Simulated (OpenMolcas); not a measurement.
Nb2+.

* Program: OpenMolcas 26.06
* Basis: ANO-RCC-VTZP [7s6p4d2f1g]
* Scalar Hamiltonian: DKH2, point nucleus
* Active space: 3 electrons in 6 orbitals (4d 5s)
* State averaging: 2S+1 = 4 even, 20 roots; 2S+1 = 2 even, 70 roots
* Spin-orbit coupling: state interaction with AMFI integrals over the reference wave functions, term energies averaged over their components

Two sets of levels on these reference wave functions, in cm⁻¹ above 4d³ ⁴F_3/2: one from CASSCF and one from MS-CASPT2, IPEA 0.25 Eh, imaginary shift 0.1 Eh (closed shells correlated: 4s 4p).

| Level | Set 1 | Set 2 |
| --- | --- | --- |
| 4d³ ⁴F_3/2 | 0.0 | 0.0 |
| 4d³ ⁴F_5/2 | 523 | 536 |
| 4d³ ⁴F_7/2 | 1206 | 1223 |
| 4d³ ⁴F_9/2 | 2010 | 2020 |
| 4d³ ⁴P_3/2 | 11250 | 8850 |
| 4d³ ⁴P_1/2 | 11290 | 8920 |
| 4d³ ²G_7/2 | 11610 | 9720 |
| 4d³ ²G_9/2 | 12200 | 10300 |
| 4d³ ⁴P_5/2 | 12230 | 9860 |
| 4d³ ²P_1/2 | 13530 | 11050 |
| 4d³ ²P_3/2 [54 %] | 13880 | 11320 |
| 4d³ ²H_9/2 | 15860 | 13610 |
| 4d³ ²H_11/2 | 16240 | 13960 |
| 4d³ ²D_3/2(1) [73 %] | 16370 | 13500 |
| 4d³ ²D_5/2(1) | 16650 | 13710 |
| 4d³ ²F_7/2 | 24830 | 20500 |

**Question.** Which set is which?

**Answer.** Set 2 is MS-CASPT2. Its levels of the other terms of 4d³ lie at 0.79 to 0.86 of the other set's values, as expected, since terms of lower spin or lower L gain more correlation energy than the Hund ground term. Against 12 measured levels (the list in Shadmi, J. Res. Natl. Bur. Stand. 70A, 435 (1966)) the mean absolute deviation is 380 cm-1 with it and 2300 cm-1 without; single levels miss by up to 700 cm-1 with it.

CASPT2 breaks the degeneracy within a term, and the mean is taken; among the terms shown or strongly mixed into the levels shown the widest spread is 730 cm-1 (4d³ ⁴F, MS-CASPT2). Without dynamic correlation excited terms often stand tens of per cent too high (terms of higher spin than the ground term too low), and those without a measured partner can miss by more than the paired ones (holds for CASSCF). Measured partners are found by configuration, term and J. A level has none where our copy of the source lacks it or the pairing is in doubt (some pairs that miss far off the trend of their configuration count as doubtful), and it then counts in no deviation. Levels of configurations outside the active space are missing. Levels that lie high or do not pair safely by name in every column are left out.

A share in square brackets marks a mixed level and gives the weight of the term that names it, the lowest over the columns. A number in round brackets counts repeated terms of one configuration in the order of the reference energies.
